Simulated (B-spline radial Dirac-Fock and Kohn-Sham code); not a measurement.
**Pt: L2-M23M23 lines in intermediate coupling**

System: the free platinum atom in the configuration [Xe] 4f14 5d8 6s1 6p1 (not the ground configuration).

Model: relaxed Dirac-Fock hole states (ΔSCF) with Breit and QED corrections and a finite nucleus. Program: a radial finite-basis atomic code. The two-hole levels come from diagonalising the Coulomb interaction among the jj configurations; intensities are independent-particle Coulomb rates. Kinetic energies are from the vacuum level. No correlation. Open outer shells are spectators and are not coupled to the holes.

| kinetic energy (eV) | J | leading jj holes (weight) | leading LS term (weight) | intensity (%) |
| --- | --- | --- | --- | --- |
| 7123.6 | 0 | M2M2 (1.00) | ³P0 (0.64) | 25.9 |
| 7510.8 | 2 | M2M3 (1.00) | ¹D2 (0.68) | 50.0 |
| 7521.2 | 1 | M2M3 (1.00) | ³P1 (1.00) | 23.0 |
| 7879.2 | 0 | M3M3 (1.00) | ¹S0 (0.64) | 0.7 |
| 7899.3 | 2 | M3M3 (1.00) | ³P2 (0.68) | 0.5 |

The strongest line, by its leading LS label ¹D2, lies at 7510.8 eV. The mean weight of the leading component is 1.00 in jj and 0.73 in LS coupling, so jj labels describe these levels better.

Values without a named source are computed, but for edge energies of neutral atoms, which are taken from tables.
